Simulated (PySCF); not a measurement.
Cartesian coordinates in Å; atom numbers follow the order of the lines, from 1:
```xyz
12

C     2.2433   -1.2760    1.3548
C     1.5468   -0.3796    0.9604
Si    0.4594    1.0006    0.3603
O     1.2630    2.0318   -0.5962
O    -0.7478    0.3166   -0.4876
Si   -2.0273   -0.6332   -0.7557
H     2.8558   -2.0592    1.6999
H    -0.0698    1.8376    1.4208
H     1.5565    1.7869   -1.4701
H    -3.1476   -0.0989    0.0174
H    -1.6893   -1.9912   -0.3320
H    -2.2417   -0.5360   -2.1980
```

Geometry: GFN2-xTB; GIAO shifts from PySCF, gas phase, non-relativistic, averaged over equivalent atoms.

At PBE0/6-31G* (104 basis functions, 7.5 s wall time on 1 thread of an Arm Neoverse V1, shared host):
```csv
atoms,δ (ppm)
C1,85.5
C2,78.6
Si6,-17.6
Si3,-44.2
O4,44.5
O5,39.9
H10/H11/H12,5.50
H8,4.91
H9,2.02
H7,1.64
```

Chemical shifts δ = σref − σ; TMS for 13C (σ = 196.39 ppm), 29Si (σ = 415.49 ppm), 1H (σ = 32.41 ppm); 17O (σ = 325.96 ppm) against H2O, all at this level.

Predict the values at PBE0/aug-pcSseg-1 on the same geometry.

Results:


```tsv
atoms	δ at PBE0/aug-pcSseg-1	change
C1	99.2	+13.7
C2	92.4	+13.8
Si6	-43.7	-26.1
Si3	-60.8	-16.6
O4	53.4	+8.9
O5	49.0	+9.1
H10/H11/H12	5.22	-0.28
H8	4.69	-0.22
H9	2.06	+0.04
H7	1.67	+0.03
```

Chemical shifts δ = σref − σ; TMS for 13C (σref 187.35), 29Si (σref 349.07), 1H (σref 31.66); 17O (σref 325.18) against H2O, all at this level.

The largest change is at Si6 (silicon bonded to O, 3 H). Cost: 224 basis functions, 26 s wall time on 1 thread of an Arm Neoverse V1, shared host.

Experimental scales use liquid or dissolved standards, which lie at an offset from isolated H2O (liquid H2O: subtract about 36 ppm).
